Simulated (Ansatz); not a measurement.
# A basis-limit estimate, worked out

An elementary step of SiH₄O₄, singlet (SiH₄O₄ ([OH][Si]([OH])([OH])[OH]) → SiH₂O₃ ([O][Si]([OH])[OH]) + H₂O (still joined by a long Si–O bond); bonds formed: O2–H4; bonds broken: O3–H4; bonds weakened to dative contacts: Si1–O2). “Start” is the structure reached by relaxing down from the saddle towards the reactants; PBE0-D4/def2-TZVP structures. The saddle:

Si1  (-0.296, -0.339, -0.125)
O2  (1.348, 0.044, 0.660)
O3  (-0.582, -1.197, 1.136)
H4  (0.801, -0.564, 1.364)
O5  (-1.011, 1.108, -0.392)
O6  (0.052, -0.960, -1.577)
H7  (1.482, 0.944, 0.980)
H8  (-1.621, 1.388, 0.293)
H9  (-0.174, -0.425, -2.340)
(Å)

Computed with Ansatz 0.2.0 (basis: def2-TZVPP and def2-QZVPP); correlated methods freeze the cores.

Energies in eV:

| quantity | saddle | start |
| --- | --- | --- |
| Hartree–Fock, triple zeta (X = 3) | -16081.92813 | -16084.80985 |
| Hartree–Fock, quadruple zeta (X = 4) | -16082.59456 | -16085.48296 |
| MP2 correlation, X = 3 | -29.83493 | -29.23306 |
| MP2 correlation, X = 4 | -32.28290 | -31.67622 |
| CCSD(T) correlation, X = 3 | -31.09120 | -30.55613 |

(1) Work out the barrier at the basis limit: extrapolate Hartree–Fock as E(X) = E∞ + A exp(−7.88 √X) and the MP2 correlation as E(X) = E∞ + B X^−2.97 (the exponents that Neese and Valeev fitted for def2-TZVPP and QZVPP), then add CCSD(T) − MP2 in triple zeta.

No T1 diagnostic of these runs exceeds 0.014.

## Answers

(1) Each step is linear, so take the differences first (saddle − start): Hartree–Fock 2.88172 (X = 3) and 2.88840 (X = 4); MP2 correlation -0.60187 and -0.60668; CCSD(T) correlation -0.53507.
Two points give E∞ = E(4) + w [E(4) − E(3)], with w = 1/(exp(7.88 (2 − √3)) − 1) = 0.1377 for Hartree–Fock and w = 1/((4/3)^2.97 − 1) = 0.7407 for the correlation.
Hartree–Fock: 2.88840 + 0.1377 × 0.00668 = 2.8893 eV.
MP2 correlation: -0.60668 + 0.7407 × (-0.00481) = -0.6102 eV.
CCSD(T) − MP2: -0.53507 − (-0.60187) = 0.0668 eV.
Sum: 2.8893 + (-0.6102) + 0.0668 = 2.3459 eV, or 54.10 kcal/mol. Plain CCSD(T) in triple zeta gives 2.3466 eV, so the larger basis shifts the result by -0.0007 eV.

Labels in which every atom is bracketed show which atoms are joined, not bond orders.

For scale, one of the runs: CCSD(T)/def2-TZVPP, 222 basis functions, launched by `ansatz run in.yaml --threads 4 --pin off --events-out ev --progress --plain --max-ram 9574MiB`. Hardware: 4 CPU threads of an Intel Xeon, shared host. Wall time 2.3 min; peak host memory 3.7 GiB.
